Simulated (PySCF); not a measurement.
C4H5BO, SMILES C#CB1COC1.

Coordinates come from a PBE0-D3(BJ)/def2-SVP optimisation. This is a generated structure with no PubChem entry under its InChIKey; it may be hypothetical.

Two levels are set side by side: PBE/def2-TZVP (PySCF) and r2SCAN/def2-TZVP (PySCF). Same geometry, gas phase. Differences are taken from unrounded values.

```
quantity                     r2SCAN
---------------------------  ------
orbital gap (eV)               3.34
highest occupied level (eV)   -6.09
lowest empty level (eV)       -2.74
dipole moment (D)              2.28
mean polarisability (bohr³)    63.7
```

### Question
What does PBE give, and how far is it from r2SCAN? (An estimate is asked for; the answer gives what the named calculation found.)

### Answer

| quantity | PBE | PBE minus r2SCAN |
|---|---|---|
| orbital gap (eV) | 2.80 | -0.55 |
| highest occupied level (eV) | -5.79 | 0.30 |
| lowest empty level (eV) | -2.99 | -0.25 |
| dipole moment (D) | 2.14 | -0.14 |
| mean polarisability (bohr³) | 65.9 | 2.2 |

Rough cost on one machine, each run with all the roots and properties that it gave: r2SCAN against PBE about 4 times.
